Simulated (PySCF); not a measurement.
Compound: C4H6O2S.
Atom-mapped SMILES: `[CH:1]#[C:2][CH2:3][S:4]([CH3:5])(=[O:6])=[O:7]` (hydrogens: H8 on C1; H9, H10 on C3; H11, H12, H13 on C5)

Geometry (GFN2-xTB, Å), atoms numbered from 1 in this order:
```
atom  x, y, z in Å
C1     2.421    0.693   -0.026
C2     1.600   -0.177   -0.068
C3     0.586   -1.185   -0.109
S4    -0.984   -0.496    0.558
C5    -1.252    1.002   -0.430
O6    -2.025   -1.440    0.259
O7    -0.790   -0.120    1.928
H8     3.155    1.442    0.013
H9     0.834   -2.035    0.524
H10    0.368   -1.518   -1.121
H11   -2.152    1.477   -0.061
H12   -1.372    0.710   -1.464
H13   -0.393    1.645   -0.292
```

The closed-shell SCF was solved with PySCF and density fitting under several settings on one GFN2-xTB geometry (grid level 2 and gas phase unless stated).

| settings | basis functions | SCF cycles | E (Eh) | HOMO (eV) | LUMO (eV) | dipole (D) |
| --- | --- | --- | --- | --- | --- | --- |
| PW91/6-311G**, grid level 1 | 170 | 13 | -704.5165 | -6.81 | -1.09 | 4.37 |
| B3LYP/def2-TZVP, IEF-PCM chloroform, fitting basis def2-universal-jkfit | 259 | 11 | -704.7530 | -7.77 | -0.16 | 5.18 |

Problem. Estimate the row for these settings: PBE0/pcSseg-1.

Solution. 
| settings | basis functions | SCF cycles | E (Eh) | HOMO (eV) | LUMO (eV) | dipole (D) |
| --- | --- | --- | --- | --- | --- | --- |
| PBE0/pcSseg-1 | 156 | 15 | -703.9977 | -8.07 | -0.12 | 4.39 |

Problem. Over all rows, what range does the HOMO–LUMO gap span?

Solution. From 5.72 eV (PW91/6-311G**, grid level 1) to 7.95 eV (PBE0/pcSseg-1). The functional of the narrowest has no exact exchange, that of the widest 25 % exact exchange.

Problem. And the dipole moment?

Solution. From 4.37 D (PW91/6-311G**, grid level 1) to 5.18 D (B3LYP/def2-TZVP, IEF-PCM chloroform, fitting basis def2-universal-jkfit); the largest is 1.19 times the smallest, and the median is 4.39 D.

Whole jobs, the steps after the SCF included, on one thread, Arm Neoverse N1 (aarch64), shared host:

```csv
settings,work after the SCF,wall time,peak memory
"PW91/6-311G**, grid level 1","shieldings, charges and field gradients",35 s,0.69 GiB
"B3LYP/def2-TZVP, IEF-PCM chloroform, fitting basis def2-universal-jkfit","shieldings, charges and field gradients",75 s,0.94 GiB
PBE0/pcSseg-1,shieldings,30 s,0.80 GiB
```

Cycle counts include a coarse-grid stage where the run had one. All basis functions are spherical, in the Pople sets too. One conformer (not necessarily the lowest) at the GFN2-xTB geometry, without vibrations or thermal averaging.
